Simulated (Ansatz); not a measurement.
Job for Ansatz (a program for electronic structure): U-CCSD(T)/def2-TZVPP on H4PbSi (SMILES [SiH3][PbH]), a point of a bond scan (R = 1.638 Å). Elements past Kr take the def2 small-core potentials; no spin–orbit coupling. The run froze 14 orbitals, filled d shells among them.

Ansatz 0.2 input:
```yaml
crystal:
  periodic: [false, false, false]
  atoms:
    - {symbol: Pb, position_ang: [0.01264380, 0.35481597, 0.33070929]}
    - {symbol: H, position_ang: [-0.43048829, 1.47502972, -1.08006028]}
    - {symbol: Si, position_ang: [-0.03318368, -1.72695224, -1.46551517]}
    - {symbol: H, position_ang: [1.05169607, -1.47587593, -2.66686088]}
    - {symbol: H, position_ang: [-1.37568005, -1.84281653, -2.09941456]}
    - {symbol: H, position_ang: [0.28087739, -3.05109006, -0.86382657]}
basis:
  gaussian:
    orbitals: def2-TZVPP
correlation: {method: ccsd_t, electrons: outside_noble_gas}
scf: {omitted_lower_state_checks: [cluster_reference]}
magnetization: {spin_polarized: true, initial_magnetization: 0}
```

The head of its log:

```
WARN ansatz: RAYON_NUM_THREADS=1 ignored (pool sized by the plan → 1); use --threads N
Functional definition: HF
these checks for a lower state are left out or cut short: cluster_reference
integrals: 0.55 GiB planned
1027 factors; integrals over basis functions are off by at most 7.3e-4 eV
mean field: 0.52 GiB planned
mean field evaluation 1: about -13143.8211 eV, gradient 8.9e0 eV
mean field evaluation 2: about -13143.8218 eV, gradient 8.9e0 eV
mean field evaluation 4: about -13144.8712 eV, gradient 1.7e0 eV
mean field evaluation 8: about -13144.9005 eV, gradient 1.3e-1 eV
mean field evaluation 16: about -13144.8961 eV, gradient 1.5e-1 eV
mean field -13144.90069686 eV, -483.0661906761 hartree, gradient 2.8e-6 eV, S^2 0.000000; 2 other end points of the search recorded, 0 dependent functions left out
14 core orbitals not correlated
reference -13144.90069686 eV, -483.0661906761 hartree; 6, 6 occupied and 128, 128 virtual orbitals, 1027 factors
```

Task: What total energy does the run end on?

Result: -483.3273 hartree (reference determinant -483.0662, T1 diagnostic 0.014).
